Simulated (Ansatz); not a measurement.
Ansatz (a program for electronic structure) input (B3LYP/6-31G*):

Ansatz 0.2 input:
```yaml
crystal:
  periodic: [false, false, false]
  atoms:
    - {symbol: C, position_ang: [0.69576000, -0.07813900, -1.73553100]}
    - {symbol: Si, position_ang: [0.02758200, 0.00512900, -0.01380000]}
    - {symbol: C, position_ang: [-1.82713900, 0.25641200, -0.10615900]}
    - {symbol: N, position_ang: [0.94907300, 1.22498300, 0.77658500]}
    - {symbol: N, position_ang: [0.24566300, -1.41112400, 0.95372300]}
    - {symbol: H, position_ang: [0.09904900, -0.40344500, -2.58208400]}
    - {symbol: H, position_ang: [1.73889500, 0.10342000, -1.97588100]}
    - {symbol: H, position_ang: [-2.32115400, -0.57887100, -0.61050900]}
    - {symbol: H, position_ang: [-2.25964800, 0.34854400, 0.89244700]}
    - {symbol: H, position_ang: [-2.06710100, 1.16451900, -0.66320200]}
    - {symbol: H, position_ang: [0.82809800, 1.40411600, 1.76090500]}
    - {symbol: H, position_ang: [1.25346900, 2.04736600, 0.28154200]}
    - {symbol: H, position_ang: [-0.41000000, -2.17403900, 0.88818000]}
    - {symbol: H, position_ang: [1.17736900, -1.75006000, 1.13977300]}
basis:
  gaussian:
    orbitals: 6-31G*
hamiltonian:
  xc: {name: B3LYP}
magnetization: {spin_polarized: true, initial_magnetization: 1}
relax: {f_tol: 0.003, max_steps: 120}
```

From the output:

```
1133 factors; integrals over basis functions are off by at most 4.4e-4 eV
mean field: 0.66 GiB planned
mean field -13078.79105703 eV, -480.6367062227 hartree, gradient 6.1e-5 eV, S^2 0.753550; 0 other end points of the search recorded, 0 dependent functions left out
the calculation of the forces begins
reference -13078.79128809 eV, -480.6367147143 hartree; 25, 24 occupied and 72, 73 virtual orbitals, 1133 factors
relax step   3: F+E_penalty+E_count = -13078.79105703 eV  Δ(F+E_penalty+E_count) = -3.500e-3 eV  max|allowed force component| = 5.651e-2 eV/Å  Δτ_max = 0.0202 Å  (30 SCF iters, accepted)
these checks for a lower state are left out or cut short: starts, cluster_reference, orbital_swaps, neighbouring_geometries, increment
integrals: 0.05 GiB planned
1133 factors; integrals over basis functions are off by at most 4.4e-4 eV
mean field: 0.66 GiB planned
mean field evaluation 32: about -13078.7915 eV, gradient 1.4e-3 eV
mean field -13078.79154041 eV, -480.6367239866 hartree, gradient 7.9e-6 eV, S^2 0.753548; 0 other end points of the search recorded, 0 dependent functions left out
the calculation of the forces begins
reference -13078.79177115 eV, -480.6367324662 hartree; 25, 24 occupied and 72, 73 virtual orbitals, 1133 factors
relax step   4: F+E_penalty+E_count = -13078.79154041 eV  Δ(F+E_penalty+E_count) = -4.834e-4 eV  max|allowed force component| = 6.175e-2 eV/Å  Δτ_max = 0.0106 Å  (27 SCF iters, accepted)
these checks for a lower state are left out or cut short: starts, cluster_reference, orbital_swaps, neighbouring_geometries, increment
integrals: 0.05 GiB planned
1133 factors; integrals over basis functions are off by at most 4.4e-4 eV
mean field: 0.66 GiB planned
mean field -13078.79246596 eV, -480.6367580000 hartree, gradient 6.2e-5 eV, S^2 0.753551; 0 other end points of the search recorded, 0 dependent functions left out
the calculation of the forces begins
reference -13078.79269620 eV, -480.6367664612 hartree; 25, 24 occupied and 72, 73 virtual orbitals, 1133 factors
relax step   5: F+E_penalty+E_count = -13078.79246596 eV  Δ(F+E_penalty+E_count) = -9.256e-4 eV  max|allowed force component| = 3.863e-2 eV/Å  Δτ_max = 0.0207 Å  (28 SCF iters, accepted)
these checks for a lower state are left out or cut short: starts, cluster_reference, orbital_swaps, neighbouring_geometries, increment
integrals: 0.05 GiB planned
1133 factors; integrals over basis functions are off by at most 4.4e-4 eV
mean field: 0.66 GiB planned
mean field -13078.79271085 eV, -480.6367669996 hartree, gradient 8.5e-6 eV, S^2 0.753551; 0 other end points of the search recorded, 0 dependent functions left out
the calculation of the forces begins
reference -13078.79294080 eV, -480.6367754503 hartree; 25, 24 occupied and 72, 73 virtual orbitals, 1133 factors
relax step   6: F+E_penalty+E_count = -13078.79271085 eV  Δ(F+E_penalty+E_count) = -2.449e-4 eV  max|allowed force component| = 2.486e-2 eV/Å  Δτ_max = 0.0092 Å  (27 SCF iters, accepted)
these checks for a lower state are left out or cut short: starts, cluster_reference, orbital_swaps, neighbouring_geometries, increment
integrals: 0.05 GiB planned
1133 factors; integrals over basis functions are off by at most 4.4e-4 eV
mean field: 0.66 GiB planned
mean field -13078.79275080 eV, -480.6367684679 hartree, gradient 1.3e-5 eV, S^2 0.753551; 0 other end points of the search recorded, 0 dependent functions left out
the calculation of the forces begins
reference -13078.79298074 eV, -480.6367769179 hartree; 25, 24 occupied and 72, 73 virtual orbitals, 1133 factors
relax step   7: F+E_penalty+E_count = -13078.79275080 eV  Δ(F+E_penalty+E_count) = -3.995e-5 eV  max|allowed force component| = 5.375e-3 eV/Å  Δτ_max = 0.0034 Å  (26 SCF iters, accepted)
these checks for a lower state are left out or cut short: starts, cluster_reference, orbital_swaps, neighbouring_geometries, increment
integrals: 0.05 GiB planned
1133 factors; integrals over basis functions are off by at most 4.4e-4 eV
mean field: 0.66 GiB planned
mean field -13078.79275249 eV, -480.6367685300 hartree, gradient 1.2e-5 eV, S^2 0.753551; 0 other end points of the search recorded, 0 dependent functions left out
the calculation of the forces begins
reference -13078.79298242 eV, -480.6367769797 hartree; 25, 24 occupied and 72, 73 virtual orbitals, 1133 factors
relax step   8: F+E_penalty+E_count = -13078.79275249 eV  Δ(F+E_penalty+E_count) = -1.691e-6 eV  max|allowed force component| = 9.855e-4 eV/Å  Δτ_max = 0.0008 Å  (22 SCF iters, accepted)
integrals: 0.05 GiB planned
1133 factors; integrals over basis functions are off by at most 4.4e-4 eV
mean field: 0.66 GiB planned
mean field evaluation 64: about -13078.7924 eV, gradient 2.5e-1 eV
mean field -13078.79275249 eV, -480.6367685300 hartree, gradient 1.2e-5 eV, S^2 0.753551; 1 other end points of the search recorded, 0 dependent functions left out
the calculation of the forces begins
reference -13078.79298242 eV, -480.6367769797 hartree; 25, 24 occupied and 72, 73 virtual orbitals, 1133 factors
Total energy: -13078.79298242 eV, -480.6367769797 hartree
Atom 0 at     0.701310    -0.084865    -1.743557 Å, force     0.000516    -0.000016    -0.000247 eV/Å
Atom 1 at     0.035565     0.002754    -0.009300 Å, force     0.000623     0.000248    -0.000596 eV/Å
Atom 2 at    -1.833228     0.262553    -0.104936 Å, force    -0.000272     0.000017    -0.000110 eV/Å
Atom 3 at     0.983264     1.222013     0.786399 Å, force    -0.000326    -0.000104     0.000364 eV/Å
Atom 4 at     0.248683    -1.413677     0.986668 Å, force    -0.000179    -0.000006    -0.000125 eV/Å
Atom 5 at     0.092003    -0.383167    -2.596752 Å, force    -0.000985    -0.000202     0.000064 eV/Å
Atom 6 at     1.754628     0.058444    -1.984593 Å, force     0.000640     0.000101     0.000672 eV/Å
Atom 7 at    -2.335361    -0.572818    -0.610740 Å, force    -0.000371     0.000180    -0.000448 eV/Å
Atom 8 at    -2.273500     0.356706     0.894529 Å, force     0.000431     0.000404     0.000417 eV/Å
Atom 9 at    -2.074355     1.173380    -0.665534 Å, force    -0.000341    -0.000400     0.000172 eV/Å
Atom 10 at     0.807446     1.414694     1.765865 Å, force     0.000068    -0.000075    -0.000232 eV/Å
Atom 11 at     1.225205     2.069696     0.287598 Å, force    -0.000062     0.000151    -0.000102 eV/Å
Atom 12 at    -0.394418    -2.189340     0.873725 Å, force     0.000117    -0.000194    -0.000018 eV/Å
Atom 13 at     1.192674    -1.757562     1.126615 Å, force     0.000140    -0.000103     0.000188 eV/Å
Dipole moment:    -0.019764    -0.012711    -0.039843 e Å
```

The geometry given is a B3LYP-D3(BJ)/def2-TZVP minimum.
